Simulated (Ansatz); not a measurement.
Input file for Ansatz (a quantum-chemistry and plane-wave program): R-PBE/def2-TZVPP on AlF2HO (SMILES [OH][Al]([F])[F]), a point of a torsion scan.

Ansatz 0.2 input:
```yaml
crystal:
  periodic: [false, false, false]
  atoms:
    - {symbol: O, position_ang: [1.13136893, -0.19774220, 0.20610133]}
    - {symbol: Al, position_ang: [-0.48571745, 0.02417208, 0.10448141]}
    - {symbol: F, position_ang: [-1.20620340, 0.94948972, -1.04492272]}
    - {symbol: F, position_ang: [-1.45158668, -0.71055027, 1.20248730]}
    - {symbol: H, position_ang: [1.98491019, -0.00421312, -0.15530180]}
basis:
  gaussian:
    orbitals: def2-TZVPP
hamiltonian:
  xc: {name: PBE}
scf: {lower_state_search: off}
```

Output:

```
WARN ansatz: RAYON_NUM_THREADS=1 ignored (pool sized by the plan → 1); use --threads N
Functional definition: PBE
these checks for a lower state are left out or cut short: stability, starts, cluster_reference, orbital_swaps, neighbouring_geometries, increment
integrals: 0.05 GiB planned
791 factors; their error is unknown
mean field: 0.40 GiB planned
mean field evaluation 1: about -14080.8345 eV, gradient 8.8e1 eV
mean field evaluation 2: about -14024.8610 eV, gradient 1.9e2 eV
mean field evaluation 4: about -14091.5916 eV, gradient 2.2e1 eV
mean field evaluation 8: about -14092.2508 eV, gradient 1.5e-1 eV
mean field evaluation 16: about -14092.2508 eV, gradient 9.3e-6 eV
mean field -14092.25082389 eV, -517.8806657074 hartree, gradient 9.3e-6 eV, S^2 0.000000; 0 other end points of the search recorded, 0 dependent functions left out
reference -14092.25086428 eV, -517.8806671917 hartree; 20, 20 occupied and 129, 129 virtual orbitals, 791 factors
Total energy: -14092.25086428 eV, -517.8806671917 hartree
Checks for a lower state left out: stability, starts, cluster_reference, orbital_swaps, neighbouring_geometries, increment
```

Self-consistency was reached.

Cost: very roughly 0.9 core-seconds.
